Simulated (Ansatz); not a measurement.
Computed with Ansatz on PBE0-D4/def2-TZVP structures; ΔE is electronic, products minus reactants. CCSD(T)/CBS adds triple-zeta CCSD(T) − MP2 to the extrapolated MP2 energy (def2 sets, frozen cores). This one scheme is used for every species. Each species was taken in one conformer, which may not be the lowest.

Reaction (formal exchange of groups at a B–S bond): `COB(S)Cl` + SiH₄ → `COB([SiH3])Cl` + H₂S

```json
{"species": "`COB(S)Cl`", "CCSD(T)/CBS(def2) energy (Eh)": "-998.09351"}
{"species": "SiH₄", "CCSD(T)/CBS(def2) energy (Eh)": "-291.46306"}
{"species": "`COB([SiH3])Cl`", "CCSD(T)/CBS(def2) energy (Eh)": "-890.55400"}
{"species": "H₂S", "CCSD(T)/CBS(def2) energy (Eh)": "-398.97279"}
```

Work out ΔE.

ΔE = (-890.55400) + (-398.97279) − (-998.09351) − (-291.46306) = 0.02978 Eh = +78.2 kJ/mol.

Largest T1 diagnostic among the species: 0.013.

From PBE to PBE0 (25 % exact exchange), in def2-TZVPP and without D4, ΔE moves by +3.6 kJ/mol.
